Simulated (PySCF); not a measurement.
**Correlation energy of Sc⁺ (scandium, charge +1)**

[Ar] 3d2, high-spin 3F determinant (an excited configuration). Computed with PySCF 2.14 in x2c-QZVPPall, with the spin-free X2C one-electron Hamiltonian (Gaussian nucleus). Frozen: [Ne]; 10 electrons correlated.

```json
{"level": "CCSD", "correlation energy (mhartree)": "-271.20"}
{"level": "(T)", "correlation energy (mhartree)": "-6.59"}
{"level": "CCSD(T)", "correlation energy (mhartree)": "-277.79"}
```

Diagnostics: T1 = 0.0057, D1 = 0.0140, largest double amplitude 0.026.

Cost of the coupled-cluster step: roughly 50 core-seconds, for 10 correlated electrons.

Iterations:

```
CC2 = 0
CCSD nocc = (np.int64(6), np.int64(4)), nmo = (91, 91)
frozen orbitals [[0, 1, 2, 3, 4], [0, 1, 2, 3, 4]]
max_cycle = 100
direct = 0
conv_tol = 1e-08
conv_tol_normt = 1e-06
diis_space = 8
diis_start_cycle = 0
Init t2, MP2 energy = -0.248678767039599
Init E_corr(UCCSD) = -0.248678767040702
cycle = 1  E_corr(UCCSD) = -0.266464342605826  dE = -0.0177855756  norm(t1,t2) = 0.0326311
cycle = 2  E_corr(UCCSD) = -0.270170718587576  dE = -0.00370637598  norm(t1,t2) = 0.00801087
cycle = 3  E_corr(UCCSD) = -0.271164916941743  dE = -0.000994198354  norm(t1,t2) = 0.00312935
cycle = 4  E_corr(UCCSD) = -0.271234270378432  dE = -6.93534367e-05  norm(t1,t2) = 0.000632292
cycle = 5  E_corr(UCCSD) = -0.271200872626946  dE = 3.33977515e-05  norm(t1,t2) = 0.000318387
cycle = 6  E_corr(UCCSD) = -0.271202153861383  dE = -1.28123444e-06  norm(t1,t2) = 5.87546e-05
cycle = 7  E_corr(UCCSD) = -0.271202835259242  dE = -6.81397858e-07  norm(t1,t2) = 1.64555e-05
cycle = 8  E_corr(UCCSD) = -0.271202612279246  dE = 2.22979995e-07  norm(t1,t2) = 2.55449e-06
cycle = 9  E_corr(UCCSD) = -0.271202593419899  dE = 1.88593474e-08  norm(t1,t2) = 4.90572e-07
cycle = 10  E_corr(UCCSD) = -0.271202598718724  dE = -5.29882493e-09  norm(t1,t2) = 1.1747e-07
UCCSD converged
E(UCCSD) = -763.3361328266815  E_corr = -0.2712025987187237
UCCSD(T) correction = -0.00659339079241909
```

This basis was not built for core-valence correlation, so the inner-shell part is incomplete.
